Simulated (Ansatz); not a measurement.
Compare A (`CC#CC(F)(F)F`) with its isomer B (`FC1=C[C@H](F)[C@H]1F`).

Program: Ansatz. Geometries: PBE0-D4/def2-TZVP. ΔE: electronic, gas phase. CCSD(T)/CBS adds triple-zeta CCSD(T) − MP2 to the extrapolated MP2 energy (def2 sets, frozen cores). DFT in def2-TZVPP. B3LYP here is the variant with VWN-RPA as its local correlation; programs differ in this.

(1) Which is lower in electronic energy at CCSD(T)/CBS, and by how much? (Best estimate.)

(2) Give E(B) − E(A) in kJ/mol with CCSD/def2-TZVPP, CCSD(T)/def2-SVP, r2SCAN-D4, BLYP-D4, CCSD(T)/def2-TZVPP, PBE0-D4, B3LYP-D4. (Best estimate.)

(3) Does the order hold for the free energy at 298.15 K (harmonic terms from PBE0-D4)? (An estimate is asked.)

Largest T1 diagnostic: 0.012.

Answers

(1) Computed: A, by 35.9 kJ/mol.

(2) Computed: CCSD/def2-TZVPP 41.5, CCSD(T)/def2-SVP 60.4, r2SCAN-D4 36.8, BLYP-D4 41.4, CCSD(T)/def2-TZVPP 40.8, PBE0-D4 18.6, B3LYP-D4 38.6. None reverses the order clearly.

(3) Ansatz gave: Yes: G(B) − G(A) = +46.9 kJ/mol. Modes under 60 cm⁻¹, often nearly free rotors, make the harmonic entropy too high.

The D4 term adds −4.3 kJ/mol with B3LYP and −2.1 kJ/mol with PBE0; it sums over pairs of atoms, weighted by their polarisabilities, and B3LYP, whose exchange is more repulsive, gets the larger term. In def2-TZVPP, CCSD(T) changes the Hartree–Fock value by −14.0 kJ/mol (the triples alone add −0.8 kJ/mol) and MP2 by −5.6 kJ/mol.
